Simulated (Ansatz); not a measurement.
BGeH$_{5}$, SMILES `[BH2][GeH3]`. Total charge 0; spin multiplicity 1.

```xyz
7

B     0.016    0.454    1.155
Ge   -0.013   -0.335   -0.744
H     0.105    1.637    1.292
H    -0.054   -0.226    2.134
H    -1.196    0.260   -1.534
H     1.269    0.077   -1.496
H    -0.126   -1.867   -0.806
```

Question: List the harmonic frequencies (cm⁻¹, unscaled) at PBE0-D4/def2-TZVP in Ansatz. (An estimate is asked.)

Answer: Computed: 64i, 399, 409, 568, 714, 806, 867, 881, 939, 1171, 2128, 2129, 2152, 2595, 2688.

Question: Is this a minimum?

Answer: No: 1 imaginary mode, so it is a saddle point.
